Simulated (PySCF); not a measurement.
Computed NMR parameters against published values

Molfile (atoms numbered from 1):
```
C5H8O4
     RDKit          3D

 17 16  0  0  0  0  0  0  0  0999 V2000
    3.4383   -0.2812   -0.5732 C   0  0  0  0  0  0  0  0  0  0  0  0
    2.2500   -0.7077    0.0737 O   0  0  0  0  0  0  0  0  0  0  0  0
    1.1953    0.0969   -0.0668 C   0  0  0  0  0  0  0  0  0  0  0  0
    1.2139    1.1245   -0.6883 O   0  0  0  0  0  0  0  0  0  0  0  0
   -0.0065   -0.4301    0.6811 C   0  0  0  0  0  0  0  0  0  0  0  0
   -1.2545   -0.2887   -0.1561 C   0  0  0  0  0  0  0  0  0  0  0  0
   -1.4046   -0.7969   -1.2338 O   0  0  0  0  0  0  0  0  0  0  0  0
   -2.1800    0.4533    0.4539 O   0  0  0  0  0  0  0  0  0  0  0  0
   -3.3859    0.6451   -0.2673 C   0  0  0  0  0  0  0  0  0  0  0  0
    3.7711    0.6905   -0.1797 H   0  0  0  0  0  0  0  0  0  0  0  0
    3.2752   -0.1791   -1.6560 H   0  0  0  0  0  0  0  0  0  0  0  0
    4.1912   -1.0517   -0.3721 H   0  0  0  0  0  0  0  0  0  0  0  0
   -0.1094    0.1378    1.6167 H   0  0  0  0  0  0  0  0  0  0  0  0
    0.1419   -1.4906    0.9253 H   0  0  0  0  0  0  0  0  0  0  0  0
   -4.0272    1.2684    0.3662 H   0  0  0  0  0  0  0  0  0  0  0  0
   -3.8740   -0.3181   -0.4764 H   0  0  0  0  0  0  0  0  0  0  0  0
   -3.1887    1.1491   -1.2247 H   0  0  0  0  0  0  0  0  0  0  0  0
  1  2  1  0
  2  3  1  0
  3  4  2  0
  3  5  1  0
  5  6  1  0
  6  7  2  0
  6  8  1  0
  8  9  1  0
  1 10  1  0
  1 11  1  0
  1 12  1  0
  5 13  1  0
  5 14  1  0
  9 15  1  0
  9 16  1  0
  9 17  1  0
M  END
```

[PySCF 2.14: σ from GIAO-B97-2/pcSseg-1; PBE0-D3(BJ)/def2-SVP structure; isolated molecule; one computed conformer; relativity neglected; fast rotation and ring inversion assumed for equivalent nuclei]

Reference values: measured (solution, CD2Cl2, 298 K; Fulmer et al., Organometallics 2010, 29, 2176).
```csv
atoms,quantity,reference,computed,"computed, scaled"
C3/C6,δ 13C,167.3,169.5,167.7
C1/C9,δ 13C,52.8,52.6,51.1
C5,δ 13C,41.5,41.0,39.5
H10/H11/H12/H15/H16/H17,δ 1H,3.72,3.63,–
H13/H14,δ 1H,3.37,3.13,–
```

Reference values: measured (solution, C6D5Cl, 298 K; Fulmer et al., Organometallics 2010, 29, 2176).
| atoms | quantity | reference | computed | computed, scaled |
| --- | --- | --- | --- | --- |
| C3/C6 | δ 13C | 166.5 | 169.5 | 167.7 |
| C1/C9 | δ 13C | 51.9 | 52.6 | 51.1 |
| C5 | δ 13C | 40.9 | 41.0 | 39.5 |

Computed shifts are σ(ref) − σ with the named reference compound (TMS for H and C) calculated as an isolated molecule at the same level. The measured values may be among those fitted. Scaled to experiment by linear calibration (H and C: mostly CDCl3 data, vs TMS): 13C: δ = 181.80 − 0.997σ (rms 1.9 ppm, 49 shifts). A few per cent of atoms miss by over 2 rms, more outside the fitted compound classes.

**Question.** How far are the unscaled 13C shifts from the references?

**Answer.** Mean signed difference +0.88 ppm, mean absolute 1.12 ppm over 6 comparisons; the largest is +3.0 ppm at C3/C6 (ester carbonyl carbon).

**Question.** How far are the unscaled 1H shifts from the references?

**Answer.** Mean signed difference -0.17 ppm, mean absolute 0.17 ppm over 2 comparisons; the largest is -0.24 ppm at H13/H14 (hydrogen on an sp3 CH2 α to a carbonyl).

8 of the 60 published NMR values on file for this molecule are compared. The rest: values from further sources, protons in aromatic solvents.
